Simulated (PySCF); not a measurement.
BHI2, SMILES B(I)I.

Geometry optimised at B3LYP-D3(BJ)/def2-SVP. The def2 effective core potentials stand for the cores of I; spin–orbit coupling is left out.

Level of theory: PBE/def2-TZVPD in PySCF.

The molecule is in vacuum.

| Quantity | Value |
|---|---|
| total energy | -620.84838 hartree |
| point group | C2v |
| highest occupied level | -6.55 eV |
| lowest empty level | -3.23 eV |
| orbital gap | 3.32 eV |
| dipole moment | 0.02 D |
| quadrupole, principal values (traceless, Buckingham form, about the centre of nuclear charge) | -1.39, -0.76, 2.15 D·Å |
| mean static polarisability | 91.1 bohr³ (13.49 Å³) |
| polarisability, principal values | 66.6, 76.2, 130.3 bohr³ |
